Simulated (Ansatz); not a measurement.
Cs3F2. Charge 0, multiplicity 2. Geometry relaxed at PBE-D4/def2-TZVP.

```csv
atom,x (Å),y (Å),z (Å)
Cs1,1.8251,-1.3440,0.2800
Cs2,-1.2580,0.4907,-1.8537
Cs3,-1.0637,1.5987,2.9513
F4,0.7464,-1.1630,-2.0900
F5,-0.2498,0.4176,0.7124
```

In the def2 sets Cs takes a core potential; there is no spin–orbit coupling. The relaxation made no stability test and no search for a lower SCF solution. The structure comes from a short search, and lower isomers may exist.

Q: Estimate the harmonic wavenumbers at UKS PBE-D4/def2-TZVP (Ansatz, unscaled). Is this a minimum?

A: 14, 21, 59, 66, 89, 166, 222, 247, 257 cm⁻¹. Yes, no mode is imaginary beyond noise. Zero-point energy 6.8 kJ/mol. Run time 67 s (4 threads of Arm Neoverse V1 on a shared host).
